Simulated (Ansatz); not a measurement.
Isolated molecules relaxed with PBE0-D4/def2-TZVP in Ansatz; ΔE leaves out vibrations. CCSD(T)/CBS is the MP2 limit (def2-TZVPP, def2-QZVPP) plus CCSD(T) − MP2 in def2-TZVPP, frozen cores. Functionals use def2-TZVPP. B3LYP here is the variant with VWN-RPA as its local correlation; programs differ in this. For Ge outer-core shells are correlated without core-valence functions, which leaves a few kJ/mol of doubt a bond. Scalar relativity is left out up to krypton. One conformer a species, not always the lowest.

Reaction (cleavage of the B–Ge bond): `O[B](F)[GeH3]` + `[SiH3]S` → `OB(F)S[SiH3]` + GeH₄

```csv
level,ΔE (kJ/mol),difference from CCSD(T)/CBS
PBE-D4,-69.8,1.3
r2SCAN-D4,-76.5,-5.4
PBE0-D4,-73.6,-2.5
B3LYP-D4,-74.1,-3.0
ωB97X-V,-74.1,-3.0
ωB97M-V,-75.1,-4.0
B2PLYP,-73.1,-2.0
PBE,-66.6,4.5
r2SCAN,-75.7,-4.6
PBE0,-70.8,0.3
B3LYP,-68.8,2.3
HF/def2-TZVPP,-78.8,-7.7
MP2/def2-TZVPP,-78.9,-7.8
SCS-MP2/def2-TZVPP,-76.5,-5.4
CCSD/def2-TZVPP,-71.9,-0.8
CCSD(T)/def2-TZVPP,-72.8,-1.7
HF/def2-QZVPP,-79.0,-7.9
MP2/def2-QZVPP,-78.0,-6.9
SCS-MP2/def2-QZVPP,-76.0,-4.9
HF/CBS(def2),-79.0,-7.9
MP2/CBS(def2),-77.2,-6.1
CCSD/CBS(def2),-70.2,0.9
CCSD(T)/CBS,-71.1,0
```

Largest T1 diagnostic among the species: 0.013.

The D4 term adds −5.3 kJ/mol with B3LYP and −2.8 kJ/mol with PBE0; it sums over pairs of atoms, weighted by their polarisabilities, and B3LYP, whose exchange is more repulsive, gets the larger term. From PBE to PBE0 (25 % exact exchange), in def2-TZVPP and without D4, ΔE moves by −4.3 kJ/mol.
